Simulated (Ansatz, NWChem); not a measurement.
Exact exchange and the dipole moment of ZrO2

ZrO2 has 3 atoms, charge 0, and is taken as a singlet. As SMILES, `[O]=[Zr]=[O]`. The shape is that of a PBE0-D4/def2-TZVP optimisation.

The dipole moment y, in D, basis def2-TZVP with a core potential; a is the functional's share of exact exchange. Programs: Ansatz 0.2.0, NWChem 7.3.0.

| functional | program | a | y (D) |
| --- | --- | --- | --- |
| BLYP | NWChem | 0 | 7.32 |
| PBE | Ansatz | 0 | 7.31 |
| B3LYP | NWChem | 0.2 | ? |
| PBE0 | Ansatz | 0.25 | 7.92 |
| BHLYP | NWChem | 0.5 | 8.49 |

**Question.** Fit y = c + s·a to the known rows and predict B3LYP.

**Answer.** 
1. Means of the 4 rows: a = 0.1875, y = 7.760.
2. Σ(Δa)² = 0.17188, Σ(Δa·Δy) = 0.405, so the slope is 0.405/0.17188 = 2.3563.
3. Intercept: 7.760 − (2.3563) × 0.1875 = 7.318. The largest residual of the fit is 0.013.
4. B3LYP: 7.318 + (2.3563) × 0.2 = 7.79 D.

The run gave 7.83 D, so the prediction is off by -0.04 D, more than the scatter of the fit. More exact exchange makes the molecule more polar here. The rows mix families of semi-local functionals, which the line can't see.
